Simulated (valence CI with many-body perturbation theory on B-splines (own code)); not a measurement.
Zr XXV: E2, M1, M2 decay

Computed by valence CI with perturbative core correlation (CI+MBPT): six valence electrons over a frozen Dirac-Fock core [Ne], radial functions for each j: 9 s, 9 p, 8 d, 6 f, 3 g, 1 h, with the one-electron correlation potential Σ1 (screened to all orders), the two-electron term Σ2, the three-electron term Σ3, Breit, model QED; selected single and double excitations, second order for the rest, scaled by the run's own slope (own B-spline code, finite nucleus).

No measured spectrum was set against this ion. As an estimate, levels of excited configurations hold to 0.05 to 0.15 % of their energy, terms of the ground configuration to about 0.5 %. Among the levels kept, up to 1500 cm⁻¹ of a level comes from second order outside the variational space, and about a tenth of that is noise between levels of different J, which matters for small intervals.

Lines 1 to 31 of 31 in falling wavelength, among levels below 1212300 cm⁻¹, chosen from the decays that carry over 1 % of a level's rate. Wavelengths and rates use the calculated energies, so an error of 400 cm⁻¹ moves a line at 2679 Å by 1.1 % and its rate by three times that or more. Electric multipoles are in the length gauge, E1 and E2 with the static RPA response of the core. S is in atomic units (e²a₀⁴ for E2 and M2, e²a₀⁶ for E3), for M1 in squared Bohr magnetons. Weak lines are less certain than strong ones. Lines between different terms over intervals too small for the method are left out, as are lines whose strength nearly cancels. The highest levels of a list are the least certain.

Names give the largest LS component (configuration and term), which can be under half, so a name can repeat, a term be missing and a line seem to break the LS rules; names also repeat where a configuration has a term twice. Letters in brackets count levels of one name in rising energy.

```csv
λ vac (Å),Upper,Lower,Type,A (s⁻¹),S (a.u.)
3918,3s2 3p3 3d 5D°_4,3s2 3p3 3d 5D°_3,M1,2.93e+02,5.87e+00
2679,3s2 3p3 3d 1G°_4,3s2 3p3 3d 3G°_4,M1,8.18e+01,5.25e-01
2269,3s2 3p3 3d 3F°_4 [a],3s2 3p3 3d 3F°_3 [a],M1,5.97e+02,2.33e+00
2069,3s2 3p3 3d 3G°_5,3s2 3p3 3d 3G°_4,M1,1.37e+03,4.93e+00
2042,3s2 3p3 3d 1G°_4,3s2 3p3 3d 3D°_3 [a],M1,4.90e+02,1.39e+00
1798,3s2 3p3 3d 3G°_4,3s2 3p3 3d 3G°_3,M1,2.46e+03,4.77e+00
1650,3s2 3p4 3P_0,3s2 3p4 3P_2,E2,1.79e+00,1.95e-02
1618,3s2 3p3 3d 1G°_4,3s2 3p3 3d 3F°_3 [a],M1,5.61e+02,7.93e-01
1329,3s2 3p3 3d 3F°_4 [a],3s2 3p3 3d 3G°_3,M1,5.99e+02,4.69e-01
1316,3s2 3p4 3P_1,3s2 3p4 3P_0,M1,4.42e+03,1.12e+00
1296,3s2 3p3 3d 3F°_4 [b],3s2 3p3 3d 3F°_3 [b],M1,5.85e+03,4.25e+00
1076,3s2 3p3 3d 1G°_4,3s2 3p3 3d 3G°_3,M1,9.19e+02,3.82e-01
760.7,3s2 3p3 3d 3G°_4,3s2 3p3 3d 5D°_4,M1,2.22e+04,3.26e+00
732.0,3s2 3p4 3P_1,3s2 3p4 3P_2,M1,4.58e+04,2.00e+00
662.0,3s2 3p3 3d 3F°_4 [a],3s2 3p3 3d 5D°_4,M1,7.64e+03,7.39e-01
643.2,3s2 3p3 3d 3F°_4 [b],3s2 3p3 3d 3G°_5,M1,1.52e+04,1.35e+00
600.7,3s2 3p3 3d 3F°_4 [b],3s2 3p3 3d 1G°_4,M1,5.28e+03,3.82e-01
592.5,3s2 3p3 3d 1G°_4,3s2 3p3 3d 5D°_4,M1,2.93e+03,2.03e-01
566.3,3s2 3p3 3d 3F°_4 [a],3s2 3p3 3d 5D°_3,M1,7.85e+03,4.76e-01
564.4,3s2 3p4 1D_2,3s2 3p4 3P_2,M1,3.62e+04,1.21e+00
556.2,3s2 3p3 3d 3G°_5,3s2 3p3 3d 5D°_4,M1,6.64e+03,4.66e-01
542.9,3s2 3p3 3d 3F°_4 [b],3s2 3p3 3d 3F°_4 [a],M1,1.54e+04,8.22e-01
514.6,3s2 3p3 3d 1G°_4,3s2 3p3 3d 5D°_3,M1,6.53e+02,2.97e-02
490.7,3s2 3p3 3d 3F°_4 [b],3s2 3p3 3d 3G°_4,M1,5.35e+04,2.11e+00
476.7,3s2 3p4 1S_0,3s2 3p4 3P_1,M1,2.20e+05,8.82e-01
464.1,3s2 3p3 3d 3F°_4 [b],3s2 3p3 3d 3D°_3 [a],M1,1.16e+04,3.86e-01
438.1,3s2 3p3 3d 3F°_4 [b],3s2 3p3 3d 3F°_3 [a],M1,5.77e+03,1.62e-01
385.5,3s2 3p3 3d 3F°_4 [b],3s2 3p3 3d 3G°_3,M1,5.85e+03,1.12e-01
298.3,3s2 3p3 3d 3F°_4 [b],3s2 3p3 3d 5D°_4,M1,9.59e+03,8.49e-02
118.0,3s2 3p3 3d 1G°_4,3s2 3p4 1D_2,M2,4.39e+02,8.06e-05
116.8,3s2 3p3 3d 5D°_4,3s2 3p4 3P_2,M2,5.22e+02,9.12e-05
```
